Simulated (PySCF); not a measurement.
C2H6GeO2, SMILES [OH][Ge@@H]([CH]=O)[CH3]. Atoms are numbered in the order given.

```xyz
11

C      2.0713    -0.1373    -0.3082
Ge     0.2656     0.0503     0.4291
O     -0.4632     1.6224    -0.0537
C     -1.0810    -1.1804    -0.4509
O     -1.9956    -0.6414    -1.0520
H      2.7254     0.6564     0.1026
H      2.0412    -0.0388    -1.4101
H      2.4991    -1.1231    -0.0387
H      0.2536    -0.1036     1.9789
H     -1.2766     1.3696    -0.5467
H     -1.0120    -2.3124    -0.4156
```
Charge 0, spin multiplicity 1.

Coordinates come from a PBE-D3(BJ)/def2-SVP optimisation. The structure was generated by enumeration; whether it is a known compound was not checked. One conformer was computed; it need not be the lowest.

Computed with ωB97X/def2-TZVP (PySCF).

ESP charges are fitted to the potential on shells at 1.4 to 2.0 van der Waals radii. Atomic charges (e):

```json
[
 {"atom": "C1", "ESP fit": "-0.72", "Mulliken": "-0.50"},
 {"atom": "Ge2", "ESP fit": "0.73", "Mulliken": "0.47"},
 {"atom": "O3", "ESP fit": "-0.67", "Mulliken": "-0.58"},
 {"atom": "C4", "ESP fit": "0.12", "Mulliken": "0.05"},
 {"atom": "O5", "ESP fit": "-0.35", "Mulliken": "-0.31"},
 {"atom": "H6", "ESP fit": "0.22", "Mulliken": "0.15"},
 {"atom": "H7", "ESP fit": "0.20", "Mulliken": "0.15"},
 {"atom": "H8", "ESP fit": "0.16", "Mulliken": "0.14"},
 {"atom": "H9", "ESP fit": "-0.13", "Mulliken": "0.01"},
 {"atom": "H10", "ESP fit": "0.37", "Mulliken": "0.33"},
 {"atom": "H11", "ESP fit": "0.07", "Mulliken": "0.11"}
]
```
